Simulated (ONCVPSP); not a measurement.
# Logarithmic derivatives: rhenium, ONCV

Re (Z = 75), optimised norm-conserving Vanderbilt (ONCV), made with ONCVPSP 4.0.1 (PBE, scalar-relativistic). Core [Kr] 4d10 4f14, reference 5s2 5p6 5d5 6s1.75 6p0.25. Waves: 5s+6s: rc 1.75 bohr, ncon 4, nbas 7, qcut 6.5 1/bohr, 2 projectors; 5p+6p: rc 2.00 bohr, ncon 5, nbas 9, qcut 8.3 1/bohr, 3 projectors, debl 0.9 Ha; 5d: rc 1.75 bohr, ncon 4, nbas 8, qcut 10.9 1/bohr, local. Local part: the d channel. Core correction: Teter function, fcfact 5, rcfact 1.35.

The phase is arctan(r·R′/R) of the radial function R(r), unwrapped; energies in Ha, scanned from -5 to 5 Ha. A pole is an energy at which the radial function vanishes at the test radius. The pseudo phase is shifted by a multiple of π to meet the all-electron one at the reference energy, and phase errors are pseudo minus all-electron; the curves can meet again beyond the range given. Levels narrower than the energy grid can be missing from the lists of poles.

| channel | radius (bohr) | reference energy (Ha) | poles, all-electron | poles, pseudo | unbroken range about the reference energy with phases within 0.05 rad | phase error 1 Ha above the reference energy (rad) |
| --- | --- | --- | --- | --- | --- | --- |
| s | 1.77 | -0.23 | -2.85 | -2.85, 4.46 | below 4.3 | -0.009 |
| p | 2.03 | -0.06 | -1.49, 4.54 | -1.49, 4.54 | the whole range | +0.000 |
| d | 1.77 | -0.21 | 1.28 | 1.26 | below 3.2 | -0.002 |

Phases in the p channel:

```
E (Ha)  all-electron  pseudo
 -4.96         1.360   1.360
 -4.72         1.352   1.352
 -4.48         1.342   1.342
 -4.24         1.330   1.330
 -4.00         1.317   1.317
 -3.76         1.300   1.300
 -3.52         1.280   1.280
 -3.28         1.254   1.254
 -3.04         1.218   1.218
 -2.80         1.163   1.163
 -2.56         1.069   1.069
 -2.32         0.855   0.855
 -2.08         0.086   0.086
 -1.84        -1.138  -1.138
 -1.60        -1.497  -1.497
 -1.36        -1.636  -1.636
 -1.12        -1.719  -1.719
 -0.88        -1.783  -1.783
 -0.64        -1.843  -1.843
 -0.40        -1.909  -1.909
 -0.16        -1.989  -1.989
  0.08        -2.095  -2.095
  0.32        -2.252  -2.252
  0.56        -2.500  -2.500
  0.80        -2.895  -2.895
  1.04        -3.401  -3.401
  1.28        -3.825  -3.825
  1.52        -4.095  -4.095
  1.76        -4.262  -4.262
  2.00        -4.370  -4.370
  2.24        -4.445  -4.445
  2.48        -4.501  -4.501
  2.72        -4.543  -4.543
  2.96        -4.578  -4.578
  3.20        -4.606  -4.606
  3.44        -4.630  -4.630
  3.68        -4.651  -4.651
  3.92        -4.670  -4.670
  4.16        -4.687  -4.687
  4.40        -4.703  -4.703
  4.64        -4.718  -4.718
  4.88        -4.733  -4.733
```
